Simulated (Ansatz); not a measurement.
Al₂BH₆ISi, relaxed with RKS PBE-D4/def2-SVP in the Gaussian-basis code of Ansatz from a rough embedded geometry. The force threshold is 0.03 eV/Å; the program also tests the step.

Charge 0, multiplicity 1. I: def2 effective core potential. The bonds changed during the relaxation, so this is another structure than the one it started from.

Start:

```xyz
11

B     0.382   -2.494   -0.124
Al    0.472   -1.114    1.383
I     1.109   -1.805    3.790
Al    0.071    1.261    0.866
Si   -0.609    1.853   -1.344
H     0.030   -2.229   -1.192
H     0.587   -3.672    0.139
H     0.137    2.373    1.997
H    -0.826    3.260   -1.470
H     0.486    1.454   -2.295
H    -1.840    1.112   -1.750
```

```tsv
step	energy (eV)	largest force (eV/Å)	largest move (Å)
1	-29924.9468	1.979	0.000
2	-29925.3034	0.511	0.195
3	-29925.3457	0.149	0.122
4	-29925.3516	0.052	0.031
5	-29925.3543	0.042	0.045
6	-29925.3571	0.047	0.053
7	-29925.3610	0.147	0.125
8	-29925.3655	0.351	0.135
9	-29925.3751	0.622	0.178
10	-29925.4294	0.335	0.199
11	-29925.4672	0.419	0.195
14	-29925.5734	0.126	0.200
17	-29925.5891	0.059	0.099
20	-29925.6051	0.131	0.109
23	-29925.6291	0.152	0.195
26	-29925.6421	0.103	0.097
29	-29925.6549	0.093	0.194
32	-29925.6966	0.182	0.190
35	-29925.7796	0.214	0.144
38	-29925.8059	0.137	0.136
41	-29925.8383	0.240	0.095
44	-29925.9994	0.277	0.195
47	-29926.0291	0.041	0.100
50	-29926.0343	0.091	0.063
53	-29926.0389	0.024	0.095
56	-29926.0394	0.040	0.067
57	-29926.0396	0.015	0.008
```

End:

```xyz
11

B     0.595   -2.940    0.509
Al    1.494   -1.241   -0.321
I    -0.445   -1.038    1.731
Al    0.829    1.146    0.363
Si   -0.954    2.127   -1.017
H    -0.341   -3.454   -0.078
H     1.177   -3.557    1.383
H     1.694    1.930    1.462
H    -1.987    2.877   -0.208
H    -0.384    3.097   -2.028
H    -1.679    1.053   -1.793
```

It took 110 s on 4 threads of a server CPU on a shared host, with 0.21 GiB of host memory at the peak.
